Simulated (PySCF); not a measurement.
## Sc (scandium, neutral) across methods

[Ar] 4s2 4p1, 2P determinant (an excited configuration). Computed with PySCF 2.14 in x2c-QZVPPall with one added diffuse shell each of s, p, d, f, g type (12s8p6d4f3g, 121 functions), with the spin-free X2C one-electron Hamiltonian (Gaussian nucleus).

```
 method  E (hartree)  mean ε 4s α (eV)  mean ε 4s β (eV)  mean ε 4p α (eV)  Σ⟨r²⟩ (bohr²)   ⟨S²⟩
 r2SCAN     -764.011            -6.053            -5.551            -2.942          60.46  0.772
wB97M-V     -764.012            -8.634            -8.038            -4.469          61.30  0.760
    UHF   -763.19051            -8.446            -7.438            -4.572          63.19  0.885
    LDA     -762.082            -6.087            -5.662            -2.685          60.05  0.754
    PBE     -763.841            -5.966            -5.498            -2.757          60.15  0.759
```
